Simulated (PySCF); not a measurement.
PySCF 2.14 output of a UHF calculation on a single atom or ion in aug-cc-pwCVTZ-DK with one added diffuse shell each of s, p, d, f, g type (11s10p8d5f4g, 152 functions), with scalar relativity by spin-free X2C-1e:

```
SCF conv_tol = 1e-09
number electrons alpha = 10  beta = 10
cycle= 1 E= -763.014181535022  delta_E= -1.58e-10  |g|= 2.37e-06  |ddm|= 0.00011
converged SCF energy = -763.014181535022  <S^2> = 1.7763568e-15  2S+1 = 1
```

The run itself started from symmetry-adapted Hartree-Fock orbitals and held the occupation by maximum overlap, so the iterations belong to that start.

Question: Which element, charge and spin multiplicity is this?

Answer: Sc+ (scandium, charge +1), multiplicity 1; the state was [Ar] 4s2, closed-shell 1S (an excited configuration).
